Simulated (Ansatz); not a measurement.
A short molecular-dynamics run on tetramethylammonium triiodophenyl difluorosulfonate ester, `C[N+](C)(C)C.O=C(Oc1c(I)cc(I)cc1I)C(F)(F)S(=O)(=O)[O-]`.

```yaml
crystal:
  periodic: [false, false, false]
  atoms:
    - {symbol: C, position_ang: [1.350591, -0.833715, -3.380264]}
    - {symbol: N, position_ang: [1.963381, -1.631911, -2.258587]}
    - {symbol: C, position_ang: [3.370152, -2.007820, -2.598055]}
    - {symbol: C, position_ang: [1.144976, -2.880792, -2.049031]}
    - {symbol: C, position_ang: [1.947850, -0.791283, -1.005085]}
    - {symbol: H, position_ang: [1.309037, -1.468682, -4.283812]}
    - {symbol: H, position_ang: [0.338220, -0.515986, -3.048215]}
    - {symbol: H, position_ang: [1.983925, 0.053952, -3.563855]}
    - {symbol: H, position_ang: [3.967511, -1.089542, -2.744867]}
    - {symbol: H, position_ang: [3.794014, -2.599469, -1.766143]}
    - {symbol: H, position_ang: [3.372503, -2.609994, -3.524978]}
    - {symbol: H, position_ang: [0.076759, -2.606069, -1.893443]}
    - {symbol: H, position_ang: [1.242430, -3.508963, -2.953619]}
    - {symbol: H, position_ang: [1.543732, -3.416222, -1.169004]}
    - {symbol: H, position_ang: [0.916357, -0.416395, -0.860471]}
    - {symbol: H, position_ang: [2.640787, 0.057608, -1.149058]}
    - {symbol: H, position_ang: [2.267599, -1.411582, -0.150147]}
    - {symbol: O, position_ang: [0.126338, 0.283724, 1.470631]}
    - {symbol: C, position_ang: [-1.030536, -0.043092, 1.354004]}
    - {symbol: O, position_ang: [-2.101950, 0.669024, 1.823209]}
    - {symbol: C, position_ang: [-1.835494, 1.827293, 2.527447]}
    - {symbol: C, position_ang: [-1.900458, 3.078151, 1.881742]}
    - {symbol: I, position_ang: [-2.337637, 3.143613, -0.175876]}
    - {symbol: C, position_ang: [-1.691289, 4.264156, 2.603584]}
    - {symbol: C, position_ang: [-1.411260, 4.184060, 3.975478]}
    - {symbol: I, position_ang: [-1.092588, 5.970083, 5.072459]}
    - {symbol: C, position_ang: [-1.345151, 2.951970, 4.643606]}
    - {symbol: C, position_ang: [-1.559760, 1.777705, 3.907056]}
    - {symbol: I, position_ang: [-1.501359, -0.090385, 4.895367]}
    - {symbol: C, position_ang: [-1.521442, -1.282860, 0.608261]}
    - {symbol: F, position_ang: [-2.571370, -1.865623, 1.220681]}
    - {symbol: F, position_ang: [-0.487353, -2.179020, 0.569668]}
    - {symbol: S, position_ang: [-1.992428, -0.845574, -1.204639]}
    - {symbol: O, position_ang: [-0.905141, 0.149580, -1.561772]}
    - {symbol: O, position_ang: [-3.357387, -0.290098, -1.112840]}
    - {symbol: O, position_ang: [-1.831431, -2.160316, -1.911359]}
    - {symbol: H, position_ang: [-1.748154, 5.233838, 2.092380]}
    - {symbol: H, position_ang: [-1.133963, 2.900633, 5.719566]}
basis:
  gaussian: {orbitals: def2-SVP, fitting: {mean_field: def2-universal-jkfit}}
magnetization: {spin_polarized: true, initial_magnetization: 0}
hamiltonian: {xc: {name: revPBE}, dispersion: d4}
md: {timestep: 0.5 fs, n_steps: 15, ensemble: nve, temperature: 1500, initial_velocities: maxwell_boltzmann, seed: 879}
scf: {omitted_lower_state_checks: [starts]}
```

```sh
$ ansatz run in.yaml --threads 2 --pin off --events-out ev --progress --plain --max-ram 32768MiB --backend cuda --devices 0, --max-vram 18GiB
```

| step | time (fs) | potential energy (eV) | kinetic (eV) | T (K) | conserved (eV) |
| --- | --- | --- | --- | --- | --- |
| 0 | 0.0 | -64937.2820 | 6.9800 | 1500 | -64930.3020 |
| 1 | 0.5 | -64937.1911 | 6.8907 | 1481 | -64930.3004 |
| 2 | 1.0 | -64936.9353 | 6.6380 | 1426 | -64930.2973 |
| 3 | 1.5 | -64936.5610 | 6.2673 | 1347 | -64930.2937 |
| 4 | 2.0 | -64936.1240 | 5.8337 | 1254 | -64930.2903 |
| 5 | 2.5 | -64935.6776 | 5.3898 | 1158 | -64930.2878 |
| 6 | 3.0 | -64935.2618 | 4.9754 | 1069 | -64930.2864 |
| 7 | 3.5 | -64934.8999 | 4.6140 | 992 | -64930.2858 |
| 8 | 4.0 | -64934.6006 | 4.3147 | 927 | -64930.2859 |
| 9 | 4.5 | -64934.3632 | 4.0769 | 876 | -64930.2863 |
| 10 | 5.0 | -64934.1817 | 3.8948 | 837 | -64930.2869 |
| 11 | 5.5 | -64934.0466 | 3.7589 | 808 | -64930.2877 |
| 12 | 6.0 | -64933.9463 | 3.6578 | 786 | -64930.2885 |
| 13 | 6.5 | -64933.8692 | 3.5801 | 769 | -64930.2891 |
| 14 | 7.0 | -64933.8093 | 3.5204 | 757 | -64930.2889 |
| 15 | 7.5 | -64933.7740 | 3.4866 | 749 | -64930.2874 |

Velocities are drawn at the set temperature; a run this short doesn't reach equilibrium.

In the def2 sets I takes a core potential; there is no spin–orbit coupling.

Frames (Å, forces in eV/Å):

```xyz
38
time=0.0 fs
C     1.351   -0.834   -3.380   -0.115    0.114   -0.098
N     1.963   -1.632   -2.259    0.000   -0.002    0.010
C     3.370   -2.008   -2.598    0.147   -0.040   -0.032
C     1.145   -2.881   -2.049   -0.137   -0.115    0.033
C     1.948   -0.791   -1.005   -0.062    0.104    0.142
H     1.309   -1.469   -4.284    0.006    0.006    0.015
H     0.338   -0.516   -3.048    0.060   -0.035   -0.033
H     1.984    0.054   -3.564   -0.003   -0.025    0.004
H     3.968   -1.090   -2.745   -0.014   -0.009   -0.002
H     3.794   -2.599   -1.766   -0.009    0.010   -0.008
H     3.373   -2.610   -3.525   -0.003    0.007    0.012
H     0.077   -2.606   -1.893    0.090   -0.006   -0.010
H     1.242   -3.509   -2.954    0.003    0.014    0.009
H     1.544   -3.416   -1.169   -0.001    0.012   -0.018
H     0.916   -0.416   -0.860    0.073   -0.039   -0.010
H     2.641    0.058   -1.149   -0.007   -0.017   -0.005
H     2.268   -1.412   -0.150   -0.006    0.009   -0.027
O     0.126    0.284    1.471    0.149    0.056    0.022
C    -1.031   -0.043    1.354   -0.015    0.008   -0.015
O    -2.102    0.669    1.823   -0.159   -0.037   -0.036
C    -1.835    1.827    2.527    0.015    0.047    0.033
C    -1.900    3.078    1.882   -0.006   -0.034   -0.028
I    -2.338    3.144   -0.176   -0.003   -0.026   -0.054
C    -1.691    4.264    2.604   -0.001    0.120   -0.062
C    -1.411    4.184    3.975    0.001    0.026    0.013
I    -1.093    5.970    5.072    0.012    0.063    0.038
C    -1.345    2.952    4.644    0.028   -0.006    0.134
C    -1.560    1.778    3.907    0.008   -0.045   -0.027
I    -1.501   -0.090    4.895    0.001   -0.062    0.009
C    -1.521   -1.283    0.608    0.009    0.118   -0.098
F    -2.571   -1.866    1.221   -0.207   -0.097    0.103
F    -0.487   -2.179    0.570    0.166   -0.139   -0.009
S    -1.992   -0.846   -1.205    0.082    0.020    0.015
O    -0.905    0.150   -1.562    0.058    0.065    0.015
O    -3.357   -0.290   -1.113   -0.146    0.054    0.030
O    -1.831   -2.160   -1.911   -0.008   -0.101   -0.047
H    -1.748    5.234    2.092    0.000   -0.023    0.015
H    -1.134    2.901    5.720   -0.006    0.004   -0.032
38
time=1.5 fs
C     1.322   -0.844   -3.379    0.922    2.559    0.723
N     1.954   -1.636   -2.254    1.098   -0.158   -0.419
C     3.374   -2.004   -2.604   -0.446   -1.631    0.286
C     1.175   -2.881   -2.044    0.412    0.304    1.355
C     1.961   -0.802   -0.977    0.773    0.315   -1.207
H     1.273   -1.450   -4.293    0.033   -0.128   -0.109
H     0.316   -0.483   -2.990    0.544   -0.294   -0.404
H     2.032    0.116   -3.513   -1.454   -1.843   -0.020
H     3.931   -1.125   -2.822    0.838    1.327    0.005
H     3.789   -2.580   -1.738   -0.001    0.385   -0.359
H     3.446   -2.651   -3.514   -0.468    0.164    0.336
H     0.174   -2.508   -1.861   -1.063   -0.611    0.027
H     1.312   -3.549   -2.867   -0.262   -0.477   -1.329
H     1.593   -3.429   -1.179   -0.156    0.261    0.241
H     0.944   -0.466   -0.805   -0.518    0.514    0.040
H     2.711    0.003   -1.148   -0.522    0.105    0.084
H     2.316   -1.398   -0.157    0.228   -0.790    0.713
O     0.125    0.269    1.461    2.217    0.691    0.190
C    -1.012   -0.038    1.342   -1.970   -0.593   -0.029
O    -2.080    0.674    1.842   -0.408   -0.921   -0.913
C    -1.829    1.828    2.501    0.152   -1.155    2.175
C    -1.906    3.043    1.896    0.004    2.865   -1.046
I    -2.343    3.140   -0.183    0.034   -0.052    0.186
C    -1.701    4.267    2.611   -0.375    0.797   -1.410
C    -1.392    4.199    3.966   -0.020   -0.079    0.455
I    -1.091    5.968    5.076    0.069    0.293    0.096
C    -1.324    2.979    4.653   -0.298   -2.036   -0.492
C    -1.593    1.764    3.902    0.706    1.759    0.679
I    -1.503   -0.090    4.895   -0.043   -0.066   -0.015
C    -1.511   -1.269    0.595   -0.501   -0.487    0.191
F    -2.583   -1.857    1.217    0.463    0.245   -0.198
F    -0.478   -2.184    0.562   -0.137    0.167    0.009
S    -2.001   -0.843   -1.210    1.363    0.860    0.507
O    -0.911    0.170   -1.566   -0.147   -0.376    0.040
O    -3.340   -0.279   -1.105   -1.267    0.456    0.076
O    -1.845   -2.149   -1.884    0.150   -0.970   -0.669
H    -1.812    5.294    2.084    0.208   -1.667    0.702
H    -1.079    2.876    5.734   -0.155    0.267   -0.498
38
time=3.0 fs
C     1.295   -0.850   -3.377    1.369    3.399    1.428
N     1.946   -1.640   -2.250    2.149   -0.143   -0.823
C     3.377   -2.002   -2.609   -0.368   -1.804    0.319
C     1.205   -2.881   -2.036    0.227    0.177    1.768
C     1.975   -0.812   -0.951    1.263    0.193   -1.780
H     1.237   -1.434   -4.305    0.055   -0.148   -0.047
H     0.304   -0.455   -2.940    0.659   -0.466   -0.648
H     2.049    0.141   -3.462   -1.933   -2.325   -0.271
H     3.911   -1.133   -2.899    0.942    1.504    0.129
H     3.784   -2.553   -1.717    0.112    0.569   -0.477
H     3.509   -2.688   -3.497   -0.857    0.242    0.497
H     0.249   -2.423   -1.828   -1.576   -1.298    0.018
H     1.376   -3.599   -2.807   -0.565   -0.374   -1.688
H     1.640   -3.437   -1.183   -0.234    0.453    0.505
H     0.962   -0.505   -0.749   -0.657    0.807    0.045
H     2.770   -0.050   -1.146   -0.886    0.313    0.157
H     2.368   -1.401   -0.150    0.221   -1.078    0.811
O     0.126    0.254    1.452    3.952    1.193    0.338
C    -0.997   -0.033    1.331   -3.559   -1.061   -0.024
O    -2.059    0.677    1.859   -0.657   -1.888   -1.761
C    -1.822    1.827    2.478    0.301   -2.343    4.183
C    -1.912    3.013    1.909   -0.072    5.649   -2.105
I    -2.349    3.137   -0.190    0.064   -0.074    0.378
C    -1.711    4.272    2.616   -0.637    0.601   -1.971
C    -1.372    4.213    3.958   -0.062   -0.273    0.770
I    -1.089    5.965    5.080    0.121    0.519    0.156
C    -1.304    3.003    4.662   -0.616   -3.363   -1.072
C    -1.625    1.754    3.899    1.348    2.978    1.151
I    -1.505   -0.089    4.895   -0.077   -0.075   -0.029
C    -1.501   -1.256    0.582   -0.901   -1.008    0.425
F    -2.595   -1.849    1.213    0.996    0.504   -0.435
F    -0.469   -2.189    0.555   -0.422    0.460    0.024
S    -2.010   -0.840   -1.214    2.540    1.693    1.001
O    -0.917    0.190   -1.571   -0.299   -0.761    0.044
O    -3.325   -0.268   -1.097   -2.349    0.867    0.135
O    -1.859   -2.138   -1.857    0.287   -1.911   -1.301
H    -1.870    5.320    2.091    0.377   -2.202    0.836
H    -1.027    2.856    5.737   -0.255    0.474   -0.686
38
time=4.5 fs
C     1.270   -0.850   -3.373    1.639    3.148    1.657
N     1.941   -1.644   -2.247    2.881   -0.005   -1.093
C     3.379   -2.004   -2.613    0.306   -0.374   -0.180
C     1.236   -2.881   -2.025   -0.515   -0.581    1.370
C     1.992   -0.821   -0.928    1.191   -0.371   -1.324
H     1.202   -1.421   -4.317    0.067   -0.036    0.235
H     0.307   -0.438   -2.903    0.403   -0.515   -0.697
H     2.027    0.117   -3.417   -1.816   -2.030   -0.549
H     3.909   -1.112   -2.972    0.292    0.394    0.613
H     3.781   -2.514   -1.706    0.315    0.526   -0.294
H     3.555   -2.720   -3.469   -1.088    0.195    0.414
H     0.292   -2.367   -1.794   -1.345   -2.031   -0.091
H     1.428   -3.655   -2.781   -0.916    0.482   -1.043
H     1.681   -3.435   -1.177   -0.251    0.541    0.640
H     0.967   -0.527   -0.691   -0.113    0.761   -0.091
H     2.811   -0.096   -1.140   -0.951    0.612    0.185
H     2.424   -1.427   -0.126   -0.182   -0.688    0.144
O     0.133    0.242    1.444    4.582    1.381    0.376
C    -0.988   -0.031    1.319   -3.997   -1.211    0.084
O    -2.038    0.678    1.873   -0.899   -2.810   -2.474
C    -1.814    1.821    2.463    0.407   -2.784    5.595
C    -1.918    2.993    1.918   -0.167    7.475   -2.812
I    -2.354    3.134   -0.198    0.085   -0.088    0.523
C    -1.722    4.277    2.618   -0.667   -0.305   -1.782
C    -1.353    4.228    3.951   -0.148   -0.611    0.916
I    -1.088    5.963    5.084    0.169    0.725    0.215
C    -1.285    3.020    4.669   -0.946   -3.943   -1.794
C    -1.654    1.749    3.897    1.890    3.624    1.451
I    -1.507   -0.089    4.894   -0.104   -0.075   -0.030
C    -1.493   -1.244    0.570   -1.185   -1.431    0.604
F    -2.605   -1.840    1.209    1.387    0.671   -0.610
F    -0.460   -2.194    0.548   -0.685    0.721    0.040
S    -2.016   -0.835   -1.218    3.453    2.446    1.415
O    -0.924    0.208   -1.575   -0.404   -1.074    0.047
O    -3.312   -0.255   -1.089   -3.219    1.204    0.194
O    -1.872   -2.130   -1.833    0.393   -2.766   -1.856
H    -1.922    5.301    2.114    0.396   -1.734    0.497
H    -0.980    2.847    5.727   -0.257    0.557   -0.497
38
time=6.0 fs
C     1.248   -0.844   -3.365    1.446    1.666    1.516
N     1.941   -1.649   -2.246    3.123    0.188   -1.139
C     3.382   -2.006   -2.618    0.760    1.229   -0.711
C     1.266   -2.882   -2.012   -1.335   -1.398    0.951
C     2.010   -0.832   -0.907    0.722   -0.989   -0.599
H     1.169   -1.409   -4.324    0.068    0.095    0.550
H     0.317   -0.432   -2.882   -0.152   -0.434   -0.521
H     1.966    0.051   -3.385   -0.877   -0.721   -0.806
H     3.915   -1.082   -3.033   -0.309   -0.703    1.067
H     3.785   -2.464   -1.701    0.534    0.359    0.050
H     3.577   -2.749   -3.432   -1.129    0.027    0.131
H     0.306   -2.354   -1.763   -0.811   -2.468   -0.234
H     1.460   -3.701   -2.778   -1.107    1.300   -0.253
H     1.717   -3.421   -1.157   -0.241    0.522    0.581
H     0.969   -0.533   -0.636    0.637    0.529   -0.307
H     2.832   -0.128   -1.131   -0.739    0.919    0.171
H     2.477   -1.466   -0.100   -0.659   -0.097   -0.608
O     0.145    0.231    1.436    3.803    1.218    0.258
C    -0.986   -0.031    1.307   -2.982   -1.020    0.327
O    -2.019    0.675    1.885   -1.129   -3.496   -2.948
C    -1.806    1.811    2.458    0.390   -1.927    6.070
C    -1.924    2.987    1.922   -0.186    7.633   -2.874
I    -2.360    3.131   -0.205    0.098   -0.091    0.634
C    -1.734    4.282    2.616   -0.338   -2.024   -0.857
C    -1.334    4.241    3.945   -0.288   -1.066    0.897
I    -1.086    5.961    5.087    0.207    0.896    0.264
C    -1.268    3.031    4.673   -1.281   -3.892   -2.625
C    -1.680    1.751    3.899    2.322    3.773    1.621
I    -1.509   -0.088    4.894   -0.126   -0.056   -0.016
C    -1.487   -1.236    0.559   -1.357   -1.743    0.734
F    -2.614   -1.830    1.204    1.649    0.750   -0.731
F    -0.452   -2.197    0.540   -0.918    0.934    0.057
S    -2.020   -0.829   -1.221    3.958    3.005    1.669
O    -0.931    0.225   -1.579   -0.468   -1.306    0.050
O    -3.304   -0.240   -1.081   -3.709    1.380    0.233
O    -1.885   -2.126   -1.811    0.454   -3.334   -2.240
H    -1.965    5.246    2.148    0.133   -0.157   -0.338
H    -0.939    2.850    5.707   -0.163    0.501   -0.023
38
time=7.5 fs
C     1.229   -0.835   -3.355    0.079   -1.442    1.285
N     1.945   -1.653   -2.247    2.875    0.411   -0.929
C     3.386   -2.006   -2.625    0.798    2.151   -0.782
C     1.293   -2.886   -1.997   -1.954   -1.912    0.790
C     2.030   -0.844   -0.887    0.252   -1.296   -0.266
H     1.137   -1.395   -4.320    0.058    0.111    0.667
H     0.324   -0.434   -2.871   -0.806   -0.260   -0.174
H     1.889   -0.028   -3.369    1.375    2.132   -0.993
H     3.914   -1.066   -3.071   -0.541   -1.173    1.177
H     3.801   -2.405   -1.695    0.639    0.217    0.243
H     3.575   -2.776   -3.393   -1.009   -0.198   -0.203
H     0.302   -2.393   -1.737   -0.288   -2.399   -0.340
H     1.469   -3.720   -2.781   -1.038    1.600    0.243
H     1.748   -3.397   -1.125   -0.214    0.403    0.367
H     0.985   -0.528   -0.588    1.051    0.272   -0.464
H     2.837   -0.141   -1.117   -0.436    1.091    0.148
H     2.516   -1.508   -0.086   -0.900    0.302   -0.970
O     0.163    0.222    1.428    2.083    0.853    0.030
C    -0.989   -0.032    1.296   -0.988   -0.660    0.634
O    -2.001    0.667    1.892   -1.337   -3.704   -3.067
C    -1.797    1.797    2.463    0.202   -0.068    5.588
C    -1.931    2.994    1.921   -0.088    6.164   -2.359
I    -2.366    3.127   -0.212    0.105   -0.084    0.724
C    -1.747    4.283    2.613    0.291   -3.916    0.377
C    -1.316    4.252    3.941   -0.472   -1.548    0.762
I    -1.084    5.959    5.091    0.235    1.012    0.292
C    -1.253    3.035    4.672   -1.535   -3.425   -3.251
C    -1.702    1.759    3.903    2.645    3.506    1.682
I    -1.511   -0.087    4.893   -0.145   -0.015    0.014
C    -1.483   -1.230    0.549   -1.415   -1.923    0.824
F    -2.621   -1.820    1.198    1.803    0.752   -0.807
F    -0.446   -2.200    0.533   -1.116    1.082    0.073
S    -2.021   -0.821   -1.223    3.961    3.234    1.728
O    -0.938    0.241   -1.584   -0.482   -1.443    0.032
O    -3.301   -0.224   -1.073   -3.720    1.338    0.231
O    -1.897   -2.127   -1.791    0.464   -3.445   -2.393
H    -2.005    5.188    2.174   -0.376    1.913   -1.337
H    -0.901    2.863    5.685   -0.058    0.367    0.423
```

Hardware: 2 threads of AMD EPYC 7R13 on a shared host and a share (18 GiB) of an NVIDIA H100 80GB HBM3. Wall time 2 min, peak host memory 1.1 GiB.
